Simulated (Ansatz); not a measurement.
`[Cl][SnH]([Cl])[SeH]` and `[OH][SnH]([Cl])[Cl]` differ in one element.

Ansatz, PBE0-D4/def2-TZVP geometries, multiplicity 1. Each molecule was computed in one conformer, which needn't be the lowest.

Elements past krypton have def2 core potentials. Scalar relativity is left out up to krypton.

| property | `[Cl][SnH]([Cl])[SeH]` |
| --- | --- |
| HOMO–LUMO gap (ωB97M-V/def2-TZVPP) / eV | 9.76 |
| LUMO energy (ωB97M-V/def2-TZVPP) / eV | -0.13 |
| HOMO–LUMO gap (PBE0/def2-TZVPP) / eV | 5.65 |
| LUMO energy (B3LYP/def2-TZVPP) / eV | -2.37 |
| LUMO energy (PBE0/def2-TZVPP) / eV | -2.08 |
| HOMO energy (PBE/def2-TZVPP) / eV | -6.54 |

(1) Give the same properties after the change, and the shifts. (Best estimate.)

## Answers

(1) Ansatz gave: 
```
                               property  `[OH][SnH]([Cl])[Cl]`  shift
HOMO–LUMO gap (ωB97M-V/def2-TZVPP) / eV                  11.74   1.98
  LUMO energy (ωB97M-V/def2-TZVPP) / eV                   0.20   0.33
   HOMO–LUMO gap (PBE0/def2-TZVPP) / eV                   7.42   1.77
    LUMO energy (B3LYP/def2-TZVPP) / eV                  -2.14   0.23
     LUMO energy (PBE0/def2-TZVPP) / eV                  -1.81   0.27
      HOMO energy (PBE/def2-TZVPP) / eV                  -7.64  -1.10
```

With PBE0 the HOMO falls by 1.51 eV and the LUMO rises by 0.27 eV, so the gap widens by about 1.78 eV. PBE moves the HOMO by -1.10 eV and ωB97M-V by -1.65 eV.

B3LYP here is the variant with VWN-RPA as its local correlation; programs differ in this.

Spin–orbit coupling is left out; it splits and shifts lone-pair levels of the heavy atoms by tenths of an eV.
